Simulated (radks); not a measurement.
Ionisation of the palladium ion Pd+, [Kr] 4d9, to [Kr] 4d8 as the strength of local exchange is varied. Method: scalar-relativistic Kohn-Sham, Slater X-alpha exchange (alpha = 2/3 is LDA exchange), no correlation, spin-polarised, spherical densities, point nucleus; open shells are filled with parallel spins first (spin-orbit coupling, left out, can overturn this in heavy ions); computed with a radial shooting solver on a logarithmic mesh with Libxc functionals.

alpha  E(Pd+) (hartree)  exchange (hartree)  IE (eV)  -e of the level emptied (eV)  <r> of it (bohr)
0.667       -5036.55813          -134.44653   19.008                   13.128 (4d)             1.481
0.67        -5037.16403          -135.06777   19.055                   13.170 (4d)             1.480
0.745       -5052.33565          -150.64669   20.253                   14.241 (4d)             1.453
0.893       -5082.41022          -181.65868   22.760                   16.509 (4d)             1.404
0.9         -5083.83713          -183.13430   22.883                   16.622 (4d)             1.402
0.952       -5094.44962          -194.12103   23.812                   17.471 (4d)             1.386

NIST Atomic Spectra Database: 19.4 +/- 0.12 eV (semi-empirical). The Delta-SCF value meets it near alpha = 0.69. Open shells are spherical and high-spin; term and fine-structure splittings are not resolved.
